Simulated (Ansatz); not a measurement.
Frontier orbitals of C2H6FNSi (`C[C@@H]1N[Si@@H]1F`).

Cartesian coordinates in Å:
```
C 1.493 0.091 0.270
C 0.009 0.046 0.518
N -0.738 -1.061 -0.193
Si -1.318 0.446 -0.666
F -1.061 0.896 -2.169
H 2.001 -0.733 0.782
H 1.717 0.011 -0.795
H 1.915 1.029 0.639
H -0.252 0.158 1.574
H -1.116 -1.836 0.328
H -2.649 0.955 -0.287
```

Charge 0, multiplicity 1. Geometry: relaxed with PBE0-D4/def2-TZVP. Basis def2-TZVPP, the Gaussian-basis code of Ansatz.

Orbital energies of one run (eV). Highest occupied ones, from the top: -6.13, -7.04, -8.39, -9.70, -9.91, -10.50, -11.03, -11.18, -11.59, -12.95, -14.10, -15.81, -19.29, -23.90. Empty: -0.19, 0.06, 0.79, 1.11, 1.68, 2.38.

Problem. Which functional gave them?
A. BHLYP
B. B97M-V
C. revPBE
D. LC-ωPBE

Solution. B. HOMO energies: B97M-V -6.13, revPBE -5.74, BHLYP -8.29, LC-ωPBE -9.85 eV.

LC-ωPBE has ω = 0.4 bohr⁻¹.
